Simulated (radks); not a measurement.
The numbers below are computed, except where a source is named.
Polarisability of the nickel ion Ni8+, [Ar] 3d2, at imaginary frequency. Level of theory: scalar-relativistic Kohn-Sham, exchange-only LDA, spin-unpolarised, spherical densities, finite nucleus; Fermi nuclear charge, rms radius 3.7757 fm (a radial shooting solver on a logarithmic mesh with Libxc functionals). Response by self-consistent Sternheimer equations with the Hartree and adiabatic exchange-only LDA kernel, the relativistic mass of each level held fixed and spin-orbit coupling left out.

w (hartree),alpha1(iw) (bohr^3)
0.00266,0.3995
0.0143,0.3995
0.0360,0.3995
0.0697,0.3993
0.118,0.3990
0.186,0.3983
0.280,0.3969
0.413,0.3938
0.605,0.3876
0.892,0.3747
1.35,0.3481
2.12,0.2960
3.59,0.2091
6.94,0.1048
17.5,0.02862

Static values: alpha1 = 0.3995 bohr^3 (0.05920 angstrom^3; uncoupled 0.5788). C6 = 0.4666, triple-dipole C9 = 0.1333 atomic units. One-pole (London) frequency 4 C6 / (3 alpha1^2) = 3.898 hartree, against 6.392 for minus the highest occupied eigenvalue.
